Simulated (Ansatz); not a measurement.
`C=C[CH2][SnH2][F]` + H–F → `[F][SnH2][F]` + `C=CC` at 500 K and 1 bar (ligand exchange at the Sn–C bond).

Gas-phase electronic energies from Ansatz, PBE0-D4/def2-TZVP geometries. CCSD(T)/CBS is the MP2 limit (def2-TZVPP, def2-QZVPP) plus CCSD(T) − MP2 in def2-TZVPP, frozen cores. This one scheme is used for every species. Elements past krypton have def2 core potentials. For Sn outer-core shells are correlated without core-valence functions, which leaves a few kJ/mol of doubt a bond. One conformer a species, not always the lowest.

```csv
species,CCSD(T)/CBS energy (Eh),H − E (kJ/mol),S (J/(mol·K))
`C=C[CH2][SnH2][F]`,-432.18688,275.3,444.7
H–F,-100.39570,39.4,188.7
`[F][SnH2][F]`,-414.86106,75.7,331.1
`C=CC`,-117.74610,238.4,304.6
```

H − E and S are ideal-gas, rigid-rotor, harmonic terms from PBE0-D4/def2-TZVP, for one conformer and one mirror image of each species. 1 Eh = 2625.50 kJ/mol, R = 8.31446 J/(mol·K).

Q: By hand: ΔE, ΔH, ΔS and ΔG.

A: ΔE = (-414.86106) + (-117.74610) − (-432.18688) − (-100.39570) = -0.02458 Eh = -64.5 kJ/mol. Δ(H − E) = 75.7 + 238.4 − 275.3 − 39.4 = -0.6, so ΔH = -65.1 kJ/mol. ΔS = 331.1 + 304.6 − 444.7 − 188.7 = 2.3 J/(mol·K). ΔG = -65.1 − 500 × (2.3)/1000 = -66.2 kJ/mol.

Q: By hand: the equilibrium constant, and the temperature at which ΔG would vanish if ΔH and ΔS stayed fixed.

A: log₁₀ K = −ΔG/(RT ln 10) = 6.9. ΔH and −TΔS have one sign here, so there is no such temperature. One of them is within its doubt of zero, so this could turn.

The number of gas molecules stays the same, so ΔS is small and ΔH decides. A doubt of 5 kJ/mol in ΔE shifts log₁₀ K by 0.5 here. Other conformers and mirror images would add mixing entropy, several J/(mol·K) or more a flexible species. Modes under 60 cm⁻¹, often nearly free rotors, make the harmonic entropy too high. These are equilibria of isolated gas molecules and say nothing of rates. Largest T1 diagnostic: 0.014 (customary marks: 0.02 for closed shells, 0.045 for open ones).
